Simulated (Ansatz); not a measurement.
Reaction (ligand exchange at the Si–C bond): `C=C[SiH](C)O` + H₂S → `C[SiH](O)S` + `C=C`

Calculated with Ansatz (gas phase, PBE0-D4/def2-TZVP geometries, no zero-point term in ΔE). CCSD(T)/CBS is the MP2 limit (def2-TZVPP, def2-QZVPP) plus CCSD(T) − MP2 in def2-TZVPP, frozen cores. This one scheme is used for every species. Functionals use def2-TZVPP. HSE06 is defined as in plane-wave codes. One conformer a species, not always the lowest.

(1) Is it downhill or uphill in electronic energy at CCSD(T)/CBS, and by how much? (Best estimate.)

(2) What do these levels give: revPBE-D4, HSE06-D4, CAM-B3LYP-D4, BHLYP, RPA@PBE/def2-TZVPP, HF/CBS(def2)? (Estimate.)

Largest T1 diagnostic among the species: 0.011.

Results:

(1) The calculation gave: Downhill: ΔE = -69.0 kJ/mol.

(2) Ansatz gave: revPBE-D4 -69.7, HSE06-D4 -71.5, CAM-B3LYP-D4 -67.1, BHLYP -70.1, RPA@PBE/def2-TZVPP -61.5, HF/CBS(def2) -70.0 kJ/mol.

At CCSD(T), def2-SVP lies +7.6 kJ/mol from the extrapolated value and def2-TZVPP +2.9 kJ/mol. Leaving LDA and LC-ωPBE aside and taking each functional with its dispersion term where it has one, the values, not all of them listed here, spread over 5.3 kJ/mol, from B97M-V to CAM-B3LYP-D4. LDA lies +3.6 kJ/mol from PBE without D4.
